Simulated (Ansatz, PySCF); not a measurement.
H8NSi3, SMILES [SiH2]N([SiH3])[SiH3] (connectivity only; charge and spin as stated), charge +1, multiplicity 1. Atoms are numbered in the order given.

```xyz
12

Si     0.0000     0.0000    -1.7638
N      0.0000     0.0000    -0.1125
Si     1.5572     0.0000     0.8611
Si    -1.5572     0.0000     0.8611
H      1.2885     0.0000    -2.4864
H     -1.2885     0.0000    -2.4864
H      1.5234     1.2353     1.6820
H      2.6461     0.0000    -0.1495
H      1.5234    -1.2353     1.6820
H     -1.5234    -1.2353     1.6820
H     -2.6461     0.0000    -0.1495
H     -1.5234     1.2353     1.6820
```
Charge +1, spin multiplicity 1.

The structure is a stationary point at PBE0-D3(BJ)/def2-SVP. The spin state was assumed, not searched. The isomer is the one that the SMILES or the coordinates give; other isomers of the formula were not compared.

Two levels are set side by side: PBE-D3(BJ)/def2-SVP (Ansatz, a quantum-chemistry and plane-wave program) and PBE0-D3(BJ)/def2-SVP (Ansatz). Each level has its own optimised geometry; the coordinates shown are those of the second. Frequencies come from the Hessian of PySCF at each geometry. Differences are taken from unrounded values.

```
quantity                            PBE0-D3(BJ)  PBE-D3(BJ)  PBE-D3(BJ) minus PBE0-D3(BJ)
----------------------------------  -----------  ----------  ----------------------------
mean bond length (Å)                      1.562       1.574                         0.012
bond Si1–N2 (Å)                           1.651       1.668                         0.017
bond N2–Si3 (Å)                           1.836       1.852                         0.016
bond N2–Si4 (Å)                           1.836       1.852                         0.016
bond Si1–H5 (Å)                           1.477       1.489                         0.012
bond Si1–H6 (Å)                           1.477       1.489                         0.012
bond Si3–H7 (Å)                           1.484       1.494                         0.011
bond Si3–H8 (Å)                           1.486       1.496                         0.010
bond Si3–H9 (Å)                           1.484       1.494                         0.011
bond Si4–H10 (Å)                          1.484       1.494                         0.011
bond Si4–H11 (Å)                          1.486       1.496                         0.010
bond Si4–H12 (Å)                          1.484       1.494                         0.011
highest harmonic wavenumber (cm⁻¹)         2354        2277                           -76
mean harmonic wavenumber (cm⁻¹)            1083        1045                           -38
zero-point energy (kcal/mol)              46.44       44.81                         -1.64
```

Exact exchange shortens and stiffens bonds; PBE has none. Differences between two approximate levels are no errors against the true value.
